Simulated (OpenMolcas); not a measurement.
An atom or ion with 51 electrons was computed by SS-CASPT2, IPEA 0.25 Eh, imaginary shift 0.1 Eh with spin-orbit coupling (OpenMolcas, ANO-RCC-VQZP, DKH2). The lowest levels that the run gave, each within 12 % of the measured value where one is at hand:

```json
{"J": "3/2", "Parity": "odd", "E (cm⁻¹)": "0.0", "g": "1.971"}
{"J": "3/2", "Parity": "odd", "E (cm⁻¹)": "11260", "g": "0.886"}
{"J": "5/2", "Parity": "odd", "E (cm⁻¹)": "13070", "g": "1.200"}
{"J": "1/2", "Parity": "odd", "E (cm⁻¹)": "22160", "g": "0.666"}
{"J": "3/2", "Parity": "odd", "E (cm⁻¹)": "24650", "g": "1.279"}
{"J": "5/2", "Parity": "even", "E (cm⁻¹)": "73970", "g": "1.592"}
{"J": "3/2", "Parity": "even", "E (cm⁻¹)": "77420", "g": "1.729"}
{"J": "1/2", "Parity": "even", "E (cm⁻¹)": "78670", "g": "2.657"}
{"J": "3/2", "Parity": "even", "E (cm⁻¹)": "91690", "g": "0.806"}
{"J": "5/2", "Parity": "even", "E (cm⁻¹)": "92730", "g": "1.210"}
```

Task: Which ion is it, and what are the configurations and terms?

Result: Te II (Z = 52, charge +1; active space 5 electrons in 8 orbitals (5s 5p 6s 6p)). J, parity and g give the terms where levels are pure, and mixed ones are named by the computed weights; the size of the splittings, set against known spectra of the 51-electron sequence, gives the charge. In order, with the measured energies in cm⁻¹ (NIST Handbook of Basic Atomic Spectroscopic Data): 5s² 5p³ ⁴S°_3/2, 5s² 5p³ ²D°_3/2 (10222), 5s² 5p³ ²D°_5/2 (12422), 5s² 5p³ ²P°_1/2 (20547), 5s² 5p³ ²P°_3/2 (24032), 5s 5p⁴ ⁴P_5/2 (71193), 5s 5p⁴ ⁴P_3/2 (74893), 5s 5p⁴ ⁴P_1/2, 5s 5p⁴ ²D_3/2, 5s 5p⁴ ²D_5/2.

Term energies are means over components that CASPT2 splits; among the terms shown or strongly mixed into the levels shown the widest spread is 1400 cm-1 (5s 5p⁴ ²D). Over all roots computed the reference weight is 0.81 to 0.91; the roots of lowest weight are the least certain, and an intruder state may touch them. Active for correlation alone: 6p 6s; no level in the range computed is led by a configuration that fills them, so any true level of that kind is missing. Terms of s pⁿ other than that of highest spin mix with s² pⁿ⁻² d, which this space lacks; all of them can be thousands of cm-1 off, and some have no real level of that name. Computed and measured levels are paired by configuration, term and J; levels that our copy of the source lacks, or whose pairing is in doubt (as where it misses far off the trend of its configuration), stay unpaired and out of the deviations. Levels of configurations outside the active space are missing.

° marks odd parity.
